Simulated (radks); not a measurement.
Values are calculated unless marked as measured or tabulated.
Numerical settings for the copper ion Cu17+, [Ne] 3s2. Code: a radial shooting solver on a logarithmic mesh with Libxc functionals. Model: scalar-relativistic Kohn-Sham, SCAN, spin-polarised, spherical densities, finite nucleus; meta-GGA in the generalised Kohn-Sham scheme; Fermi nuclear charge, rms radius 3.8823 fm. The defaults (mesh step 0.008 in ln r, mesh end at 40 bohr or more with all orbitals vanishing there, Anderson mixing 0.5 over 9 steps, residual threshold near 1e-9 with the energy settled to 1e-9 hartree or 1e-11 of itself, here a cap of 85 iterations) give E = -1505.635 hartree and 3s at -615.88 eV in 18 iterations. Times are rough (one thread of a shared host). Changes against that run (0 stands for a change within the tolerance of the run):

mesh step in ln r 0.08: iterations 71; converged no; E (mhartree) diverged; CPU (s) 0.24
mesh step in ln r 0.03: iterations 12; converged yes; E (mhartree) +48.1; e(3s) (meV) -5.9; CPU (s) 0.03
mesh step in ln r 0.05: iterations 14; converged yes; E (mhartree) -40.6; e(3s) (meV) -38.6; CPU (s) 0.03
mesh end (bohr) 1: iterations 17; converged yes; E (mhartree) +2.16e+03; e(3s) (meV) +3.33e+04; CPU (s) 0.11
mesh end (bohr) 20: iterations 17; converged yes; E (mhartree) -0.32; e(3s) (meV) -0.32; CPU (s) 0.13
residual threshold 0.1: iterations 13; converged yes; E (mhartree) 0; e(3s) (meV) +0.0778; CPU (s) 0.1
residual threshold 1e-13: iterations 85; converged no; E (mhartree) 0; e(3s) (meV) 0; CPU (s) 0.46
mixing 0.2: iterations 32; converged yes; E (mhartree) 0; e(3s) (meV) 0; CPU (s) 0.22
linear mixing, mixing 0.8: iterations 22; converged no; E (mhartree) diverged; CPU (s) 0.18
linear mixing, mixing 0.2: iterations 85; converged no; E (mhartree) +906; e(3s) (meV) -1.35e+05; CPU (s) 0.71
mixing history 2: iterations 31; converged no; E (mhartree) diverged; CPU (s) 0.27
iteration cap 8: iterations 8; converged no; E (mhartree) +0.0112; e(3s) (meV) -2.09; CPU (s) 0.06

Settings that end as converged yet miss the energy by more than 1 mhartree: mesh step in ln r 0.03 (+0.0481 hartree); mesh step in ln r 0.05 (-0.0406 hartree); mesh end (bohr) 1 (+2.16 hartree). A mesh that ends early acts as a hard wall.
